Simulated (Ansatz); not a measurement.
Program: Ansatz. Geometries: PBE0-D4/def2-TZVP. ΔE: electronic, gas phase. CCSD(T)/CBS is the MP2 limit (def2-TZVPP, def2-QZVPP) plus CCSD(T) − MP2 in def2-TZVPP, frozen cores. This one scheme is used for every species. For Se outer-core shells are correlated without core-valence functions, which leaves a few kJ/mol of doubt a bond. Scalar relativity is left out up to krypton. Each species was taken in one conformer, which may not be the lowest.

Reaction (formal exchange of groups at the Se–C bond): `C=NC[SeH]` + `F[SiH3]` → `F[SiH2][SeH]` + `C=NC`

```json
{"species": "`C=NC[SeH]`", "MP2/def2-QZVPP energy (Eh)": "-2534.15505"}
{"species": "`F[SiH3]`", "MP2/def2-QZVPP energy (Eh)": "-390.66367"}
{"species": "`F[SiH2][SeH]`", "MP2/def2-QZVPP energy (Eh)": "-2791.16092"}
{"species": "`C=NC`", "MP2/def2-QZVPP energy (Eh)": "-133.70002"}
```

Task: Work out ΔE.

Result: ΔE = (-2791.16092) + (-133.70002) − (-2534.15505) − (-390.66367) = -0.04222 Eh = -1.15 eV. CCSD(T)/CBS gives -1.17 eV.

Largest T1 diagnostic among the species: 0.011.

At CCSD(T), def2-SVP lies +0.05 eV from the extrapolated value and def2-TZVPP +0.06 eV. Leaving LDA and LC-ωPBE aside and taking each functional with its dispersion term where it has one, the values, not all of them listed here, spread over 0.13 eV, from r2SCAN0-D4 to BLYP-D4.
